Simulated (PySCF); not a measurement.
C₄H₈FGa (SMILES C=[CH][Ga]([F])[CH2]C), singlet, at a GFN2-xTB geometry (such geometries of metal compounds can be far from the true shape), atoms displaced at random by about 0.03 Å a coordinate; PBE/STO-3G, gradient (PySCF).

Here is a job for PySCF.
```python
from pyscf import gto, scf, dft

mol = gto.Mole()
mol.atom = '''
    Ga   -0.24814030    0.14012827    0.26157886
    F    -0.41395810    0.13054047    2.06170733
    C     1.55475193    1.01221400   -0.36206489
    C     2.61549797    0.03109513   -0.59876321
    H     1.86569599    1.71770206    0.46808247
    H     1.34521963    1.64745016   -1.25000884
    H     2.42558370   -0.69274031   -1.41442618
    H     2.89888949   -0.56574939    0.29725877
    H     3.58430838    0.55010075   -0.92278485
    C    -1.78674822   -0.79895456   -0.54700383
    C    -1.89989620   -1.01994726   -1.85716126
    H    -2.54612681   -1.26644205    0.15501807
    H    -2.78207163   -1.54334386   -2.27776719
    H    -1.19558218   -0.60085218   -2.54388398
'''
mol.basis = 'sto-3g'
mol.verbose = 4
mol.build()

mf = dft.RKS(mol)
mf.xc = 'pbe'
mf.kernel()
g = mf.nuc_grad_method()
grad = g.kernel()
```

Output, abridged:

```
PySCF version 2.14.0

[INPUT] verbose = 4
[INPUT] num. atoms = 14
[INPUT] num. electrons = 72
[INPUT] charge = 0
[INPUT] spin (= nelec alpha-beta = 2S) = 0
[INPUT] symmetry False subgroup None
[INPUT] Mole.unit = angstrom
[INPUT] Symbol           X                Y                Z      unit          X                Y                Z       unit  Magmom
[...]
nuclear repulsion = 422.931977881666
number of shells = 31
number of NR pGTOs = 153
number of NR cGTOs = 51
basis = sto-3g
ecp = {}

******** <class 'pyscf.dft.rks.RKS'> ********
method = RKS
initial guess = minao
damping factor = 0
level_shift factor = 0
DIIS = <class 'pyscf.scf.diis.CDIIS'>
diis_start_cycle = 1
diis_space = 8
diis_damp = 0
SCF conv_tol = 1e-09
SCF conv_tol_grad = None
SCF max_cycles = 50
direct_scf = True
direct_scf_tol = 1e-13
XC library pyscf.dft.libxc version 7.1.2
    S. Lehtola, C. Steigemann, M. J. T. Oliveira, and M. A. L. Marques,  SoftwareX 7, 1–5 (2018)
XC functionals = pbe
    J. P. Perdew, K. Burke, and M. Ernzerhof,  Phys. Rev. Lett. 77, 3865 (1996)
    J. P. Perdew, K. Burke, and M. Ernzerhof,  Phys. Rev. Lett. 78, 1396 (1997)
    J. P. Perdew, K. Burke, and M. Ernzerhof,  Phys. Rev. Lett. 77, 3865 (1996)
    J. P. Perdew, K. Burke, and M. Ernzerhof,  Phys. Rev. Lett. 78, 1396 (1997)
radial grids:
    Treutler-Ahlrichs [JCP 102, 346 (1995); DOI:10.1063/1.469408] (M4) radial grids

becke partition: Becke, JCP 88, 2547 (1988); DOI:10.1063/1.454033
pruning grids: <function nwchem_prune>
grids dens level: 3
symmetrized grids: False
atomic radii adjust function: <function treutler_atomic_radii_adjust>
small_rho_cutoff = 0
Set gradient conv threshold to 3.16228e-05
Initial guess from minao.
tot grids = 170104
init E= -2153.2763589164
[...]
cycle= 1 E= -2154.98626851763  delta_E= -1.71  |g|= 0.727  |ddm|= 4.55
[...]
cycle= 2 E= -2105.80826466561  delta_E= 49.2  |g|= 6.06  |ddm|= 11.4
[...]
cycle= 3 E= -2153.49702030137  delta_E= -47.7  |g|= 2.25  |ddm|= 11.2
[...]
cycle= 4 E= -2155.15837673392  delta_E= -1.66  |g|= 0.572  |ddm|= 2.64
[...]
cycle= 5 E= -2155.21841933348  delta_E= -0.06  |g|= 0.458  |ddm|= 0.974
[...]
cycle= 6 E= -2155.24883491762  delta_E= -0.0304  |g|= 0.325  |ddm|= 0.505
[...]
cycle= 7 E= -2155.24647887776  delta_E= 0.00236  |g|= 0.331  |ddm|= 0.37
[...]
cycle= 8 E= -2155.22953343689  delta_E= 0.0169  |g|= 0.36  |ddm|= 0.295
[...]
cycle= 9 E= -2155.22196068283  delta_E= 0.00757  |g|= 0.373  |ddm|= 0.124
[...]
cycle= 10 E= -2155.23227976731  delta_E= -0.0103  |g|= 0.346  |ddm|= 0.267
[...]
cycle= 11 E= -2153.65612164615  delta_E= 1.58  |g|= 1.91  |ddm|= 3.24
[...]
cycle= 12 E= -2154.07330534821  delta_E= -0.417  |g|= 1.79  |ddm|= 2.91
[...]
cycle= 13 E= -2154.07431303639  delta_E= -0.00101  |g|= 1.73  |ddm|=  2.9
[...]
cycle= 14 E= -2153.81447795763  delta_E= 0.26  |g|= 1.79  |ddm|= 0.781
[...]
cycle= 15 E= -2153.64541922762  delta_E= 0.169  |g|= 1.97  |ddm|= 0.636
[...]
cycle= 16 E= -2153.36105735058  delta_E= 0.284  |g|= 2.29  |ddm|= 1.41
[...]
cycle= 17 E= -2152.70070419702  delta_E= 0.66  |g|= 2.94  |ddm|= 1.19
[...]
cycle= 18 E= -2152.71884473012  delta_E= -0.0181  |g|= 2.93  |ddm|= 0.301
[...]
cycle= 19 E= -2149.61228953258  delta_E= 3.11  |g|= 4.19  |ddm|= 5.26
[...]
cycle= 20 E= -2154.30800545081  delta_E= -4.7  |g|= 1.28  |ddm|= 4.84
[...]
cycle= 21 E= -2155.09557728406  delta_E= -0.788  |g|= 0.547  |ddm|= 2.28
[...]
cycle= 22 E= -2152.18807990839  delta_E= 2.91  |g|= 3.16  |ddm|= 4.23
[...]
cycle= 23 E= -2152.58423195014  delta_E= -0.396  |g|= 2.98  |ddm|=  2.9
[...]
cycle= 24 E= -2149.42227621853  delta_E= 3.16  |g|= 5.41  |ddm|= 3.29
[...]
cycle= 25 E= -2140.32361248564  delta_E=  9.1  |g|= 7.72  |ddm|= 2.77
[...]
cycle= 26 E= -2139.60807550829  delta_E= 0.716  |g|= 7.68  |ddm|= 0.623
[...]
cycle= 27 E= -2138.73031469333  delta_E= 0.878  |g|= 7.76  |ddm|= 0.353
[...]
cycle= 28 E= -2137.27671727451  delta_E= 1.45  |g|= 7.76  |ddm|= 0.601
[...]
cycle= 29 E= -2145.53476427705  delta_E= -8.26  |g|= 7.41  |ddm|= 2.35
[...]
cycle= 30 E= -2149.50431206627  delta_E= -3.97  |g|= 4.18  |ddm|= 6.41
[...]
cycle= 31 E= -2154.74162347204  delta_E= -5.24  |g|= 0.867  |ddm|= 5.59
[...]
cycle= 32 E= -2129.62953725379  delta_E= 25.1  |g|= 10.7  |ddm|= 8.08
[...]
cycle= 33 E= -2116.64584538407  delta_E=   13  |g|= 8.88  |ddm|= 4.15
[...]
cycle= 34 E= -2117.47816309829  delta_E= -0.832  |g|= 9.24  |ddm|= 0.328
[...]
cycle= 35 E= -2137.87473117844  delta_E= -20.4  |g|= 7.53  |ddm|= 5.53
[...]
cycle= 36 E= -2137.70945438863  delta_E= 0.165  |g|= 7.61  |ddm|= 2.36
[...]
cycle= 37 E= -2136.95889965758  delta_E= 0.751  |g|= 8.02  |ddm|= 1.21
[...]
cycle= 38 E= -2136.54707716124  delta_E= 0.412  |g|= 8.17  |ddm|= 0.582
[...]
cycle= 39 E= -2145.17019075741  delta_E= -8.62  |g|= 4.45  |ddm|=  4.6
[...]
cycle= 40 E= -2141.70594640226  delta_E= 3.46  |g|= 2.61  |ddm|= 7.97
[...]
cycle= 41 E= -2105.84795785934  delta_E= 35.9  |g|= 8.02  |ddm|= 17.5
[...]
cycle= 42 E= -2118.43867550084  delta_E= -12.6  |g|= 4.87  |ddm|= 3.68
[...]
cycle= 43 E= -2152.69755490803  delta_E= -34.3  |g|= 1.91  |ddm|= 14.7
[...]
cycle= 44 E= -2113.11161330371  delta_E= 39.6  |g|= 9.02  |ddm|= 9.71
[...]
cycle= 45 E= -2116.66264208959  delta_E= -3.55  |g|= 9.88  |ddm|= 1.59
[...]
cycle= 46 E= -2117.99712527125  delta_E= -1.33  |g|= 10.1  |ddm|= 0.482
[...]
cycle= 47 E= -2119.06740908913  delta_E= -1.07  |g|= 10.3  |ddm|= 0.523
[...]
cycle= 48 E= -2118.80452121484  delta_E= 0.263  |g|= 10.2  |ddm|= 0.36
[...]
cycle= 49 E= -2124.52918808137  delta_E= -5.72  |g|=  3.4  |ddm|= 12.6
[...]
cycle= 50 E= -2153.82266157453  delta_E= -29.3  |g|= 1.74  |ddm|= 10.8
SCF not converged.
SCF energy = -2153.82266157453

WARN: Ground state RKS not converged

******** <class 'pyscf.grad.rks.Gradients'> for <class 'pyscf.dft.rks.RKS'> ********
unit = Eh/Bohr
grid_response = False
--------------- RKS gradients ---------------
         x                y                z
0 Ga    -0.1241320781    -0.0577851798     0.1236056652
1 F    -0.0023465292    -0.0196257583    -0.0198058989
2 C    -0.1082443210     0.1167019515    -0.3539443275
3 C    -0.0065696075    -0.0488941473     0.1202161860
4 H     0.1051465578     0.0631820157     0.1874095512
5 H     0.0318978762    -0.0384995929    -0.0243967552
6 H    -0.0097612853    -0.0129610544    -0.0257422009
7 H     0.0239508626    -0.0327135623     0.0320131027
8 H     0.0997094920     0.0379022957    -0.0344612509
9 C    -0.0802199309    -0.0551713924    -0.0576210282
10 C     0.0158971594     0.0138881620     0.0260825849
11 H     0.0535116474     0.0297599004    -0.0371535359
12 H     0.0373605079     0.0244597949     0.0239342055
13 H    -0.0362766755    -0.0202287675     0.0398980126
----------------------------------------------
```

Convergence was not reached.
